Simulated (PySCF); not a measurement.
# Correlation energy of B⁺ (boron, charge +1)

[He] 2s2, closed-shell 1S. Computed with PySCF 2.14 in def2-TZVP (5s3p2d1f, 31 functions), with the non-relativistic Hamiltonian (point nucleus). Frozen: 1s2; 2 electrons correlated.

Total MP2 correlation energy: -35.44 mhartree.

Same-spin part 0.00 and opposite-spin part -35.44 mhartree; SCS-MP2 scales them by 1/3 and 6/5 to -42.53 mhartree.

With two correlated electrons CCSD is exact within the correlated space (frozen core and kept virtual orbitals).

```csv
level,correlation energy (mhartree)
CCSD,-59.46
```

Diagnostics: T1 = 0.012, D1 = 0.0167, largest double amplitude 0.151.

A double-excitation amplitude exceeds 0.15, a sign of near-degeneracy.

Cost of the coupled-cluster step: 0.1 s of wall time on 1 thread of Neoverse-N1 (shared host), for 2 correlated electrons.

Iterations:

```
CC2 = 0
CCSD nocc = 1, nmo = 30
frozen orbitals [0]
max_cycle = 100
direct = 0
conv_tol = 1e-08
conv_tol_normt = 1e-06
diis_space = 8
diis_start_cycle = 0
Init t2, MP2 energy = -24.2722725923278  E_corr(MP2) -0.0354403844736029
Init E_corr(CCSD) = -0.0354403844744794
cycle = 1  E_corr(CCSD) = -0.0470897756246896  dE = -0.0116493912  norm(t1,t2) = 0.0645789
cycle = 2  E_corr(CCSD) = -0.0528313390148669  dE = -0.00574156339  norm(t1,t2) = 0.0350896
cycle = 3  E_corr(CCSD) = -0.0595801686756963  dE = -0.00674882966  norm(t1,t2) = 0.0192593
cycle = 4  E_corr(CCSD) = -0.0594147966987379  dE = 0.000165371977  norm(t1,t2) = 0.000464141
cycle = 5  E_corr(CCSD) = -0.0594917970400157  dE = -7.70003413e-05  norm(t1,t2) = 0.000153802
cycle = 6  E_corr(CCSD) = -0.0594629965393636  dE = 2.88005007e-05  norm(t1,t2) = 9.21704e-05
cycle = 7  E_corr(CCSD) = -0.0594593403645201  dE = 3.65617484e-06  norm(t1,t2) = 1.06115e-05
cycle = 8  E_corr(CCSD) = -0.0594593373611751  dE = 3.00334495e-09  norm(t1,t2) = 3.35636e-07
CCSD converged
E(CCSD) = -24.29629154521533  E_corr = -0.05945933736117513
```
